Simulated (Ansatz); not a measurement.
CH$_{2}$AlFTe (`F[CH]1[AlH][Te]1`), relaxed with RKS PBE0-D4/def2-TZVP in Ansatz 0.2.0 from a PBE-D4/def2-SVP geometry. The force threshold is 0.005 eV/Å; the program also tests the step.

The species carries charge 0 and has multiplicity 1. Te takes the def2 core potential.

Start:

```xyz
6

F     1.695    0.105   -0.862
C     0.347    0.234   -0.693
Al   -0.487    0.087    1.076
Te   -0.763   -1.859   -0.405
H    -0.103    0.664   -1.611
H    -0.690    0.769    2.495
```

```tsv
step	energy (eV)	largest force (eV/Å)	largest move (Å)
1	-17671.3618	0.680	0.000
2	-17671.3850	0.377	0.096
3	-17671.3978	0.281	0.044
4	-17671.4003	0.153	0.009
5	-17671.4008	0.067	0.003
6	-17671.4010	0.024	0.006
7	-17671.4010	0.020	0.005
8	-17671.4011	0.006	0.002
9	-17671.4011	0.002	0.001
```

End:

```xyz
6

F     1.674    0.086   -0.855
C     0.322    0.207   -0.688
Al   -0.485    0.091    1.074
Te   -0.722   -1.815   -0.424
H    -0.106    0.659   -1.581
H    -0.684    0.773    2.475
```

Run time 41 s (2 threads of an Arm Neoverse V1 on a shared host); peak host memory 0.37 GiB.
